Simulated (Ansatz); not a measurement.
`CS[CH2][GeH3]` + H–F → `CSCF` + GeH₄ at 298.15 K and 1 bar (substitution at a C–Ge bond).

Isolated molecules relaxed with PBE0-D4/def2-TZVP in Ansatz; ΔE leaves out vibrations. CCSD(T)/CBS adds triple-zeta CCSD(T) − MP2 to the extrapolated MP2 energy (def2 sets, frozen cores). This one scheme is used for every species. For Ge outer-core shells are correlated without core-valence functions, which leaves a few kJ/mol of doubt a bond. Scalar relativity is left out up to krypton. Each species was taken in one conformer, which may not be the lowest.

```
        species  CCSD(T)/CBS energy (Eh)  H − E (kJ/mol)  S (J/(mol·K))
`CS[CH2][GeH3]`              -2554.79452           255.8          356.5
            H–F               -100.39570            33.5          173.6
         `CSCF`               -576.66859           197.7          309.1
           GeH₄              -2078.49493            88.5          217.3
```

H − E and S are ideal-gas, rigid-rotor, harmonic terms from PBE0-D4/def2-TZVP, for one conformer and one mirror image of each species. 1 Eh = 2625.50 kJ/mol, R = 8.31446 J/(mol·K).

**Question.** By hand: ΔE, ΔH, ΔS and ΔG.

**Answer.** ΔE = (-576.66859) + (-2078.49493) − (-2554.79452) − (-100.39570) = 0.02670 Eh = 70.1 kJ/mol. Δ(H − E) = 197.7 + 88.5 − 255.8 − 33.5 = -3.1, so ΔH = 67.0 kJ/mol. ΔS = 309.1 + 217.3 − 356.5 − 173.6 = -3.7 J/(mol·K). ΔG = 67.0 − 298.15 × (-3.7)/1000 = 68.1 kJ/mol.

**Question.** By hand: the equilibrium constant, and the temperature at which ΔG would vanish if ΔH and ΔS stayed fixed.

**Answer.** log₁₀ K = −ΔG/(RT ln 10) = -11.9. ΔH and −TΔS have one sign here, so there is no such temperature. One of them is within its doubt of zero, so this could turn.

The number of gas molecules stays the same, so ΔS is small and ΔH decides. A doubt of 5 kJ/mol in ΔE shifts log₁₀ K by 0.9 here. Other conformers and mirror images would add mixing entropy, several J/(mol·K) or more a flexible species. These are equilibria of isolated gas molecules and say nothing of rates. Largest T1 diagnostic: 0.012 (customary marks: 0.02 for closed shells, 0.045 for open ones).
